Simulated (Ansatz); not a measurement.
Ideal-gas functions of CH5NSSi, SMILES `SC1N[SiH2]1` at 600 K and 1 bar, from an Ansatz frequency run at PBE0-D4/def2-TZVP.

Molar mass 91.21 g/mol, point group C1 (symmetry number 1), electronic degeneracy 1, moments of inertia 44.626, 178.599, 201.196 u Å². Harmonic wavenumbers (cm⁻¹, unscaled): 194, 289, 345, 440, 547, 636, 676, 716, 735, 807, 918, 941, 1037, 1099, 1155, 1265, 2261, 2280, 2659, 3142, 3600.

Use S(trans) = R[1.5 ln M + 2.5 ln T − 1.1517]; rotational temperatures θ = 24.2544 K / I; S(rot) = R[ln(√π/σ · √(T³/θAθBθC)) + 1.5]; for each mode x = 1.438777 ν̃/T, S = R[x/(eˣ − 1) − ln(1 − e⁻ˣ)] and H = RT x/(eˣ − 1); 1 cm⁻¹ = 0.0119627 kJ/mol; R = 8.31446 J/(mol·K).

Q: By hand: the entropy, in J/(mol·K).

A: Translation 179.7. Rotation: θ = 0.5435, 0.1358, 0.1206 K, giving 116.6. Vibration, mode by mode: 14.75, 11.53, 10.12, 8.24, 6.63, 5.57, 5.15, 4.77, 4.60, 4.01, 3.25, 3.11, 2.60, 2.31, 2.08, 1.69, 0.24, 0.23, 0.10, 0.04, 0.01, in all 91.0. Electronic 0.0. Sum 387.3 J/(mol·K).

Q: By hand: H − E and G − E in kJ/mol, counted from the electronic energy.

A: Zero-point energy ½ × 25742 × 0.0119627 = 154.0; thermal vibration 32.1; translation, rotation and pV give 4 RT = 20.0. H − E = 206.1 kJ/mol, and G − E = 206.1 − 600 × 387.3/1000 = -26.3 kJ/mol.

Vibration gives 23 % of the entropy. The sum counts one conformer and one mirror image; others add a mixing term.
